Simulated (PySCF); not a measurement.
Compound: C₇H₉FO₂.
Geometry (GFN2-xTB, Å), atoms numbered from 1 in this order:
```xyz
19
C7H9FO2 angstrom
C      2.617   -0.168    1.029
C      1.424   -0.250    0.996
C     -0.020   -0.361    0.910
C     -0.416   -1.715    0.298
O     -0.038   -1.780   -1.074
C     -0.499   -0.734   -1.810
F     -1.891   -0.854   -1.928
O     -0.209    0.509   -1.353
C     -0.617    0.736    0.004
C     -0.171    2.137    0.385
H      3.663   -0.093    1.074
H     -0.453   -0.277    1.913
H      0.105   -2.544    0.778
H     -1.501   -1.860    0.385
H     -0.098   -0.829   -2.827
H     -1.715    0.664    0.050
H      0.911    2.208    0.318
H     -0.614    2.857   -0.297
H     -0.486    2.361    1.401
```

NICS is the negative of the GIAO shielding at a point without a nucleus: at the ring centre (0) and 1 Å above and below it (1); zz is the component along the ring normal. Level: GIAO PBE0/pcSseg-1 (PySCF, non-relativistic, gas phase) on the GFN2-xTB geometry, one conformer.

Ring bond lengths (Å), with Mayer bond orders in brackets: C3–C4 1.537 (1.02), C4–O5 1.425 (0.90), O5–C6 1.359 (1.05), C6–O8 1.356 (1.06), O8–C9 1.435 (0.86), C9–C3 1.543 (0.99).

**Question.** Give the NICS values of each ring in ppm.

**Answer.** 
| ring | type | NICS(0) | NICS(1), two faces | NICS(1)zz, two faces | rms pucker (Å) | centre to ring atoms, mean (Å) |
| --- | --- | --- | --- | --- | --- | --- |
| C3–C4–O5–C6–O8–C9 | 6-membered ring with 2 O; formal bonds all single | -2.4 | -1.0 / -1.7 | 2.2 / 1.3 | 0.21 | 1.39 |

**Question.** What can be read from them?

**Answer.** 
- C3–C4–O5–C6–O8–C9: mean NICS(1)zz 1.7 ppm, near zero. C3, C4, C6, C9 have four or more neighbours, so the value isn't read as a sign of a π ring current.

**Question.** At the second NICS(1) probe listed for ring C3–C4–O5–C6–O8–C9, 1 Å off the ring, how large is the induced field along the normal in 14.1 T applied along it?

**Answer.** NICSzz × B0 = 1.3 ppm × 14.1 T = 18 μT, along the applied field.

**Question.** How shielded are the nuclei of the rings and their hydrogens (means over atoms taken as equivalent)?

**Answer.** 
```
atoms                     environment  σ isotropic (ppm)  principal values of the symmetric part, first atom (ppm)
   C3              propargylic carbon              152.3                                       139.6, 152.9, 164.4
   C4      sp3 carbon bound to oxygen              119.9                                       101.1, 114.4, 144.2
   O5             cyclic ether oxygen              250.4                                       167.5, 268.1, 315.7
   C6  sp3 carbon bearing two oxygens               69.0                                          47.1, 73.1, 86.9
   O8             cyclic ether oxygen              224.8                                       153.1, 238.7, 282.6
   C9      sp3 carbon bound to oxygen              117.9                                       100.6, 109.3, 143.9
  H12                methine hydrogen              29.60                                          25.4, 27.8, 35.6
  H13              methylene hydrogen              27.59                                          23.5, 26.4, 32.9
  H14              methylene hydrogen              27.19                                          23.1, 26.4, 32.1
  H15                methine hydrogen              25.46                                          22.2, 22.9, 31.2
  H16                methine hydrogen              27.24                                          23.5, 27.5, 30.7
```
